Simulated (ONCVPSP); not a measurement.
# arsenic ONCV: all-electron and pseudo phase curves

* Element: arsenic (As)
* Generator: ONCVPSP 4.0.1
* Type: optimised norm-conserving Vanderbilt (ONCV)
* Functional: LDA (Perdew-Zunger)
* Relativity: scalar-relativistic
* Frozen core: [Ar] 3d10
* Valence charge: 5
* Reference configuration: 4s2 4p3
* Partial waves: 4s: rc 1.60 bohr, ncon 4, nbas 8, qcut 4.9 1/bohr, 2 projectors, debl 2.7 Ha; 4p: rc 1.90 bohr, ncon 4, nbas 7, qcut 3.9 1/bohr, 2 projectors, debl 2 Ha
* Local potential: polynomial inside 1.30 bohr (lpopt 1, dvloc0 3 Ha)
* Core correction: none

The phase is arctan(r·R′/R) of the radial function R(r), unwrapped; energies in Ha, scanned from -2 to 5 Ha. A pole is an energy at which the radial function vanishes at the test radius. The pseudo phase is shifted by a multiple of π to meet the all-electron one at the reference energy, and phase errors are pseudo minus all-electron; the curves can meet again beyond the range given. Levels narrower than the energy grid can be missing from the lists of poles.

| channel | radius (bohr) | reference energy (Ha) | poles, all-electron | poles, pseudo | unbroken range about the reference energy with phases within 0.05 rad | phase error 1 Ha above the reference energy (rad) |
| --- | --- | --- | --- | --- | --- | --- |
| s | 1.62 | -0.54 | 2.44 | 2.44 | below 4.9 | -0.000 |
| p | 1.93 | -0.20 | 1.71 | 1.71 | below 3.9 | -0.000 |

Phases in the s channel:

| E (Ha) | all-electron | pseudo |
| --- | --- | --- |
| -1.98 | 0.774 | 0.771 |
| -1.80 | 0.661 | 0.658 |
| -1.62 | 0.515 | 0.513 |
| -1.44 | 0.330 | 0.328 |
| -1.26 | 0.104 | 0.103 |
| -1.08 | -0.149 | -0.150 |
| -0.90 | -0.401 | -0.401 |
| -0.72 | -0.624 | -0.624 |
| -0.54 | -0.805 | -0.805 |
| -0.36 | -0.948 | -0.948 |
| -0.18 | -1.060 | -1.060 |
| 0.00 | -1.147 | -1.147 |
| 0.18 | -1.217 | -1.217 |
| 0.36 | -1.274 | -1.274 |
| 0.54 | -1.321 | -1.321 |
| 0.72 | -1.360 | -1.361 |
| 0.90 | -1.394 | -1.394 |
| 1.08 | -1.424 | -1.424 |
| 1.26 | -1.450 | -1.450 |
| 1.44 | -1.473 | -1.473 |
| 1.62 | -1.494 | -1.494 |
| 1.80 | -1.513 | -1.513 |
| 1.98 | -1.530 | -1.530 |
| 2.16 | -1.547 | -1.547 |
| 2.34 | -1.563 | -1.563 |
| 2.52 | -1.578 | -1.578 |
| 2.70 | -1.592 | -1.592 |
| 2.88 | -1.606 | -1.607 |
| 3.06 | -1.620 | -1.621 |
| 3.24 | -1.634 | -1.635 |
| 3.42 | -1.648 | -1.650 |
| 3.60 | -1.663 | -1.665 |
| 3.78 | -1.677 | -1.681 |
| 3.96 | -1.693 | -1.698 |
| 4.14 | -1.709 | -1.718 |
| 4.32 | -1.727 | -1.740 |
| 4.50 | -1.746 | -1.766 |
| 4.68 | -1.767 | -1.797 |
| 4.86 | -1.791 | -1.839 |
